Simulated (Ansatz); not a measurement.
`ClB(Cl)B1CN1` + H₂S → `SB(Cl)Cl` + `B1CN1`  (cleavage of the B–B bond)

Isolated molecules relaxed with PBE0-D4/def2-TZVP in Ansatz; ΔE leaves out vibrations. CCSD(T)/CBS is the MP2 limit (def2-TZVPP, def2-QZVPP) plus CCSD(T) − MP2 in def2-TZVPP, frozen cores. This one scheme is used for every species. Functionals use def2-TZVPP. One conformer a species, not always the lowest.

`ClB(Cl)B1CN1`:

```xyz
9

Cl    0.264   -0.701   -2.970
B     1.005   -0.368   -1.422
Cl    2.735   -0.561   -1.266
B     0.082    0.070   -0.120
C    -0.785   -0.276    1.154
N    -0.482    1.038    0.623
H    -0.307   -0.556    2.091
H    -1.809   -0.632    1.047
H    -0.704    1.986    0.863
```

H₂S:

Cartesian coordinates in Å:
```
S 0.541 0.185 0.238
H -0.216 0.606 -0.786
H -0.325 -0.791 0.548
```

`SB(Cl)Cl`:

Cartesian coordinates in Å:
```
S 0.426 -1.155 0.699
B 0.190 0.318 -0.285
Cl 1.574 0.945 -1.146
Cl -1.350 1.134 -0.409
H -0.839 -1.242 1.141
```

`B1CN1`:

Cartesian coordinates in Å:
```
B 0.950 0.072 0.072
C -0.513 0.479 -0.293
N -0.066 -0.755 0.363
H 2.122 0.220 0.131
H -1.079 1.180 0.319
H -0.896 0.380 -1.309
H -0.518 -1.577 0.717
```

(1) Is it downhill or uphill in electronic energy at CCSD(T)/CBS, and by how much? (Best estimate.)

(2) What do these levels give: ωB97M-V, r2SCAN, r2SCANh, CAM-B3LYP, MP2/def2-SVP, SCS-MP2/def2-QZVPP? (An estimate is asked.)

Largest T1 diagnostic among the species: 0.014.

Answers

(1) The calculation gave: Downhill: ΔE = -67.4 kJ/mol.

(2) Ansatz gave: ωB97M-V -70.0, r2SCAN -69.1, r2SCANh -69.6, CAM-B3LYP -65.7, MP2/def2-SVP -76.7, SCS-MP2/def2-QZVPP -71.3 kJ/mol.

From BLYP to BHLYP (50 % exact exchange), in def2-TZVPP and without D4, ΔE moves by −4.2 kJ/mol. Leaving LDA and LC-ωPBE aside and taking each functional with its dispersion term where it has one, the values, not all of them listed here, spread over 6.3 kJ/mol, from PBE-QIDH to BLYP-D4. LDA lies −3.1 kJ/mol from PBE without D4.
